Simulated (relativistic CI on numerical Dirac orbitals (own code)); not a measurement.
# Judd-Ofelt analysis for Tb3+

Calculated at this level of theory: Dirac-Coulomb-Breit CI, orbitals from a KLI potential per configuration, model QED, valence Slater integrals scaled by 0.7 (own radial code, finite nucleus).

Configuration 4f⁸ alone, in intermediate coupling. Take Ω₂ = 7.75, Ω₄ = 2.28, Ω₆ = 2.99 (10⁻²⁰ cm²) and refractive index n = 1.77 as given. A_ED = 64π⁴e²ν³ n(n² + 2)²/[27h(2J + 1)] Σ Ω_λ |U^λ|², in Gaussian units with ν in cm⁻¹, and A_MD is n³ times the free-ion magnetic-dipole rate; a dash marks a rate that is forbidden or under 2 % of the level's free-ion decay.

Emitting level ⁵L10 at 19942 cm⁻¹ (radiative decay alone: multiphonon quenching in a host is left out, and the level can lie too high or too low):

```csv
To,ν (cm⁻¹),U² squared,U⁴ squared,U⁶ squared,Free-ion A(M1) (s⁻¹)
⁷F6,19942,0.0000,0.0005,0.0892,-
⁷F5,17823,0.0000,0.0000,0.0026,-
⁷F4,16690,0.0000,0.0000,0.0612,-
⁷F3,15711,0.0000,0.0000,0.0000,-
⁷F2,15046,0.0000,0.0000,0.0000,-
⁷F1,14589,0.0000,0.0000,0.0000,-
⁷F0,14370,0.0000,0.0000,0.0000,-
⁵D4,4547,0.0000,0.0000,0.8327,-
```

Task: Give the rates, branching ratios and the radiative lifetime.

Result: The rates are:

```
 To  λ (nm)  A_ED (s⁻¹)  A_MD (s⁻¹)  β (%)
⁷F6     501         379           0   65.3
⁷F5     561        7.78           0    1.3
⁷F4     599         152           0   26.1
⁷F3     637           0           0    0.0
⁷F2     665           0           0    0.0
⁷F1     685           0           0    0.0
⁷F0     696           0           0    0.0
⁵D4    2199        41.8           0    7.2
```

τ_rad = 1.72e-03 s. Computed level positions enter as ν³, so measured ones would change the rates. For the strongest line (501 nm) and an assumed effective width Δλ = 7.5 nm (300 cm⁻¹), the Füchtbauer-Ladenburg formula σ = λ⁴A/(8πcn²Δλ) gives a peak emission cross-section of 0.13 × 10⁻²⁰ cm².
